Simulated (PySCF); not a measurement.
SiH₃Cl, SMILES [SiH3]Cl. The structure is a stationary point at B3LYP-D3(BJ)/def2-TZVP. The isomer is the one that the SMILES or the coordinates give; other isomers of the formula were not compared.

TDDFT-ωB97X/def2-TZVPD run with PySCF puts the lowest singlet excitations at 7.67, 7.67, 8.80, 8.80, 8.82, 9.13 eV.

Q: What are the lowest excitation roots from ADC(2)/aug-cc-pVDZ (PySCF)? (The exact figures need the calculation; the answer reports its results.)

A: 7.69, 7.69, 8.50, 8.50, 8.97, 9.21 eV. S1 differs by 0.02 eV (second minus first; roots are paired by order, and the bases may differ).
